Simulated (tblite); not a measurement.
Species: C₇H₉NOSi.
SMILES with atom numbers: `[N:1]#[C:2][Si@H:3]([CH:4]=[O:5])/[CH:6]=[CH:7]/[CH:8]1[CH2:9][CH2:10]1` (hydrogens: H11 on Si3; H12 on C4; H13 on C6; H14 on C7; H15 on C8; H16, H17 on C9; H18, H19 on C10)

Structure used (GFN2-xTB), in Å, numbered top down from 1:
```
atom  x, y, z in Å
N1     3.0485   -1.3109    1.7586
C2     2.7582   -0.8648    0.7439
Si3    2.2353   -0.1461   -0.9011
C4     3.2165    1.5052   -1.0800
O5     2.8869    2.3666   -1.8536
C6     0.4020    0.2076   -0.8489
C7    -0.4370   -0.2497    0.0842
C8    -1.8681    0.0462    0.1280
C9    -2.8214   -1.0020    0.6522
C10   -2.5406    0.2087    1.4711
H11    2.6904   -1.0721   -1.9431
H12    4.1220    1.6549   -0.4541
H13    0.0017    0.8435   -1.6306
H14   -0.0654   -0.8807    0.8825
H15   -2.2252    0.6746   -0.6790
H16   -2.4023   -1.9440    0.9718
H17   -3.7808   -1.0917    0.1666
H18   -3.3036    0.9661    1.5607
H19   -1.9267    0.0978    2.3516
```

Method: GFN2-xTB as coded in tblite; computed harmonic values from a numerical Hessian at the method's own geometry, unscaled. Against measured fundamentals such values can be off by several per cent, at times by over 20. Modes of hydrogen on silicon can be 10 to 20 % off. One conformer, not necessarily the lowest. The optimisation stopped once no atom felt more than 0.01 eV/Å.

Lowest wavenumbers of the output (negative numbers stand for imaginary wavenumbers):
```
mode    cm-1
  1     -29.8
  2      22.9
  3      50.8
  4      70.9
  5      87.8
  6     101.9
  7     160.0
  8     183.5
  9     295.7
 10     315.0
```

**Question.** Is this structure a minimum?

**Answer.** Not by this Hessian. 1 mode is imaginary beyond 20i (30i cm⁻¹), so at this level the point lies at or near a first-order saddle. The curvature is small, so loose convergence or finite differences may be the whole cause.

**Question.** Which atoms move in the imaginary mode?

**Answer.** 30i: O5 (carbonyl oxygen) 43 %, H12 (formyl hydrogen) 25 %, C4 (carbonyl carbon) 21 %. These are shares of the mass-weighted motion.

**Question.** What is the remedy?

**Answer.** Step along that mode in both directions, optimise again with tighter thresholds and repeat the frequencies. The zero-point energy of this point (86.2 kcal/mol) counts the 50 real modes alone, and thermal corrections from it aren't those of a minimum.
